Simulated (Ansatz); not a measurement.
Gas-phase electronic energies from Ansatz, PBE0-D4/def2-TZVP geometries. CCSD(T)/CBS is the MP2 limit (def2-TZVPP, def2-QZVPP) plus CCSD(T) − MP2 in def2-TZVPP, frozen cores. Functionals use def2-TZVPP. For Br outer-core shells are correlated without core-valence functions, which leaves a few kJ/mol of doubt a bond. Scalar relativity is left out up to krypton. Each species was taken in one conformer, which may not be the lowest.

Consider the redistribution: `N[Si](F)(F)Br` + `N[SiH2][SiH2]F` → `N[SiH](F)Br` + `N[SiH](F)[SiH2]F`.

**Question.** Is it downhill or uphill in electronic energy at CCSD(T)/CBS, and by how much? (An estimate is asked.)

**Answer.** Computed: Nearly level: ΔE = -2.7 kJ/mol.

**Question.** What do these levels give: PBE0-D4, ωB97M-V, PBE, MP2/def2-TZVPP, CCSD/def2-TZVPP, HF/def2-QZVPP? (Best estimate.)

**Answer.** Computed: PBE0-D4 -1.9, ωB97M-V -3.6, PBE -5.7, MP2/def2-TZVPP -2.5, CCSD/def2-TZVPP -0.3, HF/def2-QZVPP -0.5 kJ/mol.

Largest T1 diagnostic among the species: 0.012.

From PBE to PBE0 (25 % exact exchange), in def2-TZVPP and without D4, ΔE moves by +3.2 kJ/mol.
